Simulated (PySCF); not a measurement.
Two species compared at the same levels of theory.

First species: C₇H₁₀F₂.
Numbering: `[F:1][C@@H:2]1[CH2:3][CH:4]=[CH:5][C@H:6]([F:7])[CH2:8][CH2:9]1` (hydrogens: H10 on C2; H11, H12 on C3; H13 on C4; H14 on C5; H15 on C6; H16, H17 on C8; H18, H19 on C9)

Second species: C₇H₁₀ClF.
SMILES: `F[C@@H]1CC[C@@H](Cl)[C@@H]2C[C@@H]21`

Levels: wB97X-D/def2-SVPD for HOMO energy, LUMO energy, HOMO–LUMO gap and static isotropic polarisability; TDDFT wB97X-D/def2-SVPD for lowest singlet excitation. Geometries: PBE0-D3(BJ)/def2-SVP. Each species is one conformer at its optimised geometry, gas phase, non-relativistic unless stated; the electronic structure was computed with PySCF and density fitting.

```json
{"property": "HOMO energy", "column X": "-9.49 eV", "column Y": "-10.08 eV"}
{"property": "LUMO energy", "column X": "1.59 eV", "column Y": "2.09 eV"}
{"property": "HOMO–LUMO gap", "column X": "11.08 eV", "column Y": "12.17 eV"}
{"property": "lowest singlet excitation", "column X": "7.03 eV", "column Y": "7.29 eV"}
{"property": "static isotropic polarisability", "column X": "80.5 au", "column Y": "89.7 au"}
```

Task: Which column belongs to which species?

Result: Column X is the first species and column Y the second. The first has 19 atoms and 70 electrons, the second 19 and 78.

Task: How does each property change from the first species to the second?

Result: HOMO energy -0.59 eV; LUMO energy +0.50 eV; HOMO–LUMO gap +1.09 eV; lowest singlet excitation +0.26 eV; static isotropic polarisability +9.2 au.

On the first: No computed singlet falls in the visible range (750 to 380 nm, 1.65 to 3.26 eV); S1 lies 3.77 eV above its blue end. The principal polarisabilities are 67.0, 81.8 and 92.7 au; their mean is the isotropic value.

On the second: The principal polarisabilities are 81.3, 87.9 and 100.0 au; their mean is the isotropic value. No computed singlet falls in the visible range (750 to 380 nm, 1.65 to 3.26 eV); S1 lies 4.03 eV above its blue end.
